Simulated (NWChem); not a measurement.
Molecule: HO$_{2}$, doublet; SMILES [O]O

Program: NWChem. Spin-unrestricted. In the optimisation the excess spin sits in a" (Cs, its own frame). Coordinates come from a PBE0/def2-SVP, spin-unrestricted optimisation. No stability test was run on the SCF state. Principal shifts from the free-electron g value, in parts per thousand; spin-orbit coupling by linear response on scalar ZORA.

For level BP86/x2c-TZVPall, ZORA:

- Δg2 (ppt) = 5.75

Problem. What are these values for level PBE/x2c-SVPall, ZORA?

Solution. The Δg2 (ppt) is 5.43.
